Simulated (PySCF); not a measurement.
Electron correlation in Ni⁺ (nickel, charge +1)

[Ar] 3d8 4s1, high-spin 4F determinant (an excited configuration). All numbers are calculated (PySCF 2.14, the non-relativistic Hamiltonian (point nucleus), in def2-TZVPPD (6s6p4d2f1g, 67 functions)). Frozen: [Ar]; 9 electrons correlated.

```json
{"level": "CCSD", "correlation energy (mhartree)": "-263.20"}
{"level": "(T)", "correlation energy (mhartree)": "-6.33"}
{"level": "CCSD(T)", "correlation energy (mhartree)": "-269.53"}
```

Diagnostics: T1 = 0.011, D1 = 0.0291, largest double amplitude 0.020.

Cost of the coupled-cluster step: of the order of 3 core-seconds, for 9 correlated electrons.

Iterations:

```
CC2 = 0
CCSD nocc = (np.int64(6), np.int64(3)), nmo = (58, 58)
frozen orbitals [[0, 1, 2, 3, 4, 5, 6, 7, 8], [0, 1, 2, 3, 4, 5, 6, 7, 8]]
max_cycle = 100
direct = 0
conv_tol = 1e-08
conv_tol_normt = 1e-06
diis_space = 8
diis_start_cycle = 0
Init t2, MP2 energy = -0.274274897823207
Init E_corr(UCCSD) = -0.274274897824435
cycle = 1  E_corr(UCCSD) = -0.258084881023428  dE = 0.0161900168  norm(t1,t2) = 0.0501191
cycle = 2  E_corr(UCCSD) = -0.263168346703073  dE = -0.00508346568  norm(t1,t2) = 0.0160324
cycle = 3  E_corr(UCCSD) = -0.262696942117735  dE = 0.000471404585  norm(t1,t2) = 0.00757094
cycle = 4  E_corr(UCCSD) = -0.26314335833769  dE = -0.00044641622  norm(t1,t2) = 0.00309437
cycle = 5  E_corr(UCCSD) = -0.263212713032371  dE = -6.93546947e-05  norm(t1,t2) = 0.000700577
cycle = 6  E_corr(UCCSD) = -0.26320258460604  dE = 1.01284263e-05  norm(t1,t2) = 0.000315385
cycle = 7  E_corr(UCCSD) = -0.263202055088739  dE = 5.29517301e-07  norm(t1,t2) = 7.12327e-05
cycle = 8  E_corr(UCCSD) = -0.263204105462348  dE = -2.05037361e-06  norm(t1,t2) = 2.19865e-05
cycle = 9  E_corr(UCCSD) = -0.263203645319684  dE = 4.60142664e-07  norm(t1,t2) = 6.62883e-06
cycle = 10  E_corr(UCCSD) = -0.263203438644733  dE = 2.06674952e-07  norm(t1,t2) = 2.09888e-06
cycle = 11  E_corr(UCCSD) = -0.26320350773534  dE = -6.90906071e-08  norm(t1,t2) = 8.57397e-07
cycle = 12  E_corr(UCCSD) = -0.26320350076565  dE = 6.96968933e-09  norm(t1,t2) = 3.79473e-07
UCCSD converged
E(UCCSD) = -1506.853322679285  E_corr = -0.2632035007656504
UCCSD(T) correction = -0.00632937229531778
```
